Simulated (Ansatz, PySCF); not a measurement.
Molecule: CH₂BF₂O (charge 0, doublet). It need not be the lowest isomer of its formula. 
Structure (B3LYP-D3(BJ)/def2-TZVP (Ansatz, a program for electronic structure) minimum search):
```xyz
7

B      0.4771     0.0645    -0.0248
F      0.6860    -1.2355    -0.1945
F      1.5167     0.8790     0.0044
O     -0.7641     0.5843     0.1205
C     -1.9076    -0.1580     0.0932
H     -2.8127     0.3922     0.2818
H     -1.8385    -1.2326     0.0299
```
Charge 0, spin multiplicity 2.

Property: atomisation energy (electronic, to ground-state atoms), in kJ/mol. Correlated levels leave the core frozen unless marked. Open shells are spin-unrestricted. Spin-orbit coupling is left out. Non-relativistic unless marked X2C. The coupled-cluster limit lacks core correlation, which all-electron functionals hold. CBS marks a two-point X^-3 extrapolation of the correlation energy; Hartree-Fock from the larger set. The bracket is a focal-point correction in the basis named.

```tsv
level	program	atomisation energy (kJ/mol)
B3LYP/def2-TZVPD	Ansatz	?
PBE0-D4/def2-TZVP	Ansatz + dftd4	?
BHLYP-D3(BJ)/def2-TZVPD	Ansatz + dftd3	2948.6
TPSSh-D4/def2-TZVPD	PySCF + dftd4	3048.3
r2SCANh/def2-TZVPD	Ansatz	3073.1
LC-wPBE-D4/def2-TZVPD	Ansatz + dftd4	?
wB97M-V/def2-TZVPD	Ansatz	3075.1
B2GP-PLYP/def2-TZVPD	Ansatz	?
B2PLYP/def2-TZVPD	Ansatz	3047.5
SCS-MP2/6-31G	Ansatz	2566.1
X2C-CCSD(T)/cc-pVTZ-DK	Ansatz	2986.4
RI-MP2/CBS(cc-pVTZ,cc-pVQZ)+[CCSD(T)-MP2]/cc-pVTZ	Ansatz	3065.4
```

Q: Fill in the missing entries.

A: 
- B3LYP/def2-TZVPD, atomisation energy (kJ/mol): 3050.8
- PBE0-D4/def2-TZVP, atomisation energy (kJ/mol): 3082.9
- LC-wPBE-D4/def2-TZVPD, atomisation energy (kJ/mol): 3102.2
- B2GP-PLYP/def2-TZVPD, atomisation energy (kJ/mol): 3042.5
